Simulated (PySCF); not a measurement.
## Continuum solvent and chemical shifts

Geometry (Å), atoms numbered from 1 in this order:
```xyz
10

F    -1.8605   -1.5689    0.4342
C    -0.7658   -0.8496    0.2681
C    -0.8789    0.5396    0.1331
N     0.2045    1.2805   -0.0326
C     1.3791    0.6505   -0.0640
C     1.4639   -0.7331    0.0711
N     0.3756   -1.4845    0.2388
H    -1.8591    1.0263    0.1629
H     2.2776    1.2603   -0.1998
H     2.4298   -1.2483    0.0439
```

GIAO PBE0/pcSseg-1 in PySCF 2.14 on one PBE0-D3(BJ)/def2-SVP conformer, non-relativistic, equivalent nuclei averaged. Solvents enter as an IEF-PCM continuum (cyclohexane with ε = 2.0, chloroform with ε = 4.7, tetrahydrofuran with ε = 7.4) around the gas-phase geometry. Shifts are referred to CFCl3, TMS computed in the same medium.

Gas phase, δ in ppm: F1 -79.6, C2 166.8, C6 147.6, C5 147.2, C3 138.7, H9 8.55, H8 8.50, H10 8.26. Dipole moment 1.42 D.

Task: How does each δ change in the continuum?

Result: 
```tsv
atoms	environment	Δδ, cyclohexane	Δδ, chloroform	Δδ, tetrahydrofuran
F1	aryl fluorine	-1.6	-2.6	-2.9
C2	aromatic carbon bearing fluorine	+0.4	+0.8	+1.0
C6	aromatic CH next to a ring nitrogen	+0.8	+1.5	+1.8
C5	aromatic CH next to a ring nitrogen	+1.1	+2.0	+2.3
C3	aromatic CH next to a ring nitrogen	+0.9	+1.6	+1.8
H9	hydrogen on an aromatic CH next to a ring nitrogen	+0.09	+0.16	+0.18
H8	hydrogen on an aromatic CH next to a ring nitrogen	+0.08	+0.14	+0.16
H10	hydrogen on an aromatic CH next to a ring nitrogen	+0.09	+0.17	+0.19
```

Changes are relative to the gas phase. The dipole moment becomes 1.58 D in cyclohexane, 1.70 D in chloroform, 1.74 D in tetrahydrofuran.

Task: Which nuclei move most (in ppm), and what does the model miss?

Result: F1 (aryl fluorine, -2.9 ppm) in tetrahydrofuran. A continuum only polarises the solute; specific hydrogen bonds, the anisotropy of aromatic solvents and changes of geometry or conformer are outside it.
